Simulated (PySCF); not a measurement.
**Sn⁺ (tin, charge +1) across methods**

[Kr] 4d10 5s1 5p2, high-spin 4P determinant (an excited configuration). Calculation: PySCF 2.14, in aug-cc-pVQZ-PP with ECP28MDF; scalar relativity through the core potential.

```json
{"method": "M06-2X", "E (hartree)": "-213.7190", "mean ε 4d β (eV)": "-40.118", "mean ε 5s α (eV)": "-22.481", "mean ε 5p α (eV)": "-13.752", "Σ⟨r²⟩ (bohr²)": "44.37", "⟨S²⟩": "3.751"}
{"method": "wB97M-V", "E (hartree)": "-213.7245", "mean ε 4d β (eV)": "-39.924", "mean ε 5s α (eV)": "-23.612", "mean ε 5p α (eV)": "-14.876", "Σ⟨r²⟩ (bohr²)": "44.68", "⟨S²⟩": "3.751"}
{"method": "wB97X-V", "E (hartree)": "-213.7421", "mean ε 4d β (eV)": "-39.887", "mean ε 5s α (eV)": "-23.607", "mean ε 5p α (eV)": "-14.840", "Σ⟨r²⟩ (bohr²)": "44.74", "⟨S²⟩": "3.751"}
{"method": "r2SCAN", "E (hartree)": "-213.8501", "mean ε 4d β (eV)": "-35.170", "mean ε 5s α (eV)": "-20.141", "mean ε 5p α (eV)": "-12.066", "Σ⟨r²⟩ (bohr²)": "44.33", "⟨S²⟩": "3.753"}
{"method": "PBE", "E (hartree)": "-213.7542", "mean ε 4d β (eV)": "-34.571", "mean ε 5s α (eV)": "-19.568", "mean ε 5p α (eV)": "-11.716", "Σ⟨r²⟩ (bohr²)": "44.70", "⟨S²⟩": "3.751"}
{"method": "UHF", "E (hartree)": "-212.93433", "mean ε 4d β (eV)": "-44.546", "mean ε 5s α (eV)": "-24.812", "mean ε 5p α (eV)": "-15.460", "Σ⟨r²⟩ (bohr²)": "45.05", "⟨S²⟩": "3.753"}
{"method": "PBE0", "E (hartree)": "-213.7764", "mean ε 4d β (eV)": "-37.331", "mean ε 5s α (eV)": "-21.060", "mean ε 5p α (eV)": "-12.777", "Σ⟨r²⟩ (bohr²)": "44.59", "⟨S²⟩": "3.752"}
{"method": "LDA", "E (hartree)": "-213.3997", "mean ε 4d β (eV)": "-34.665", "mean ε 5s α (eV)": "-19.822", "mean ε 5p α (eV)": "-11.803", "Σ⟨r²⟩ (bohr²)": "44.67", "⟨S²⟩": "3.751"}
```

Energies and moments cover only the electrons outside the core potential.
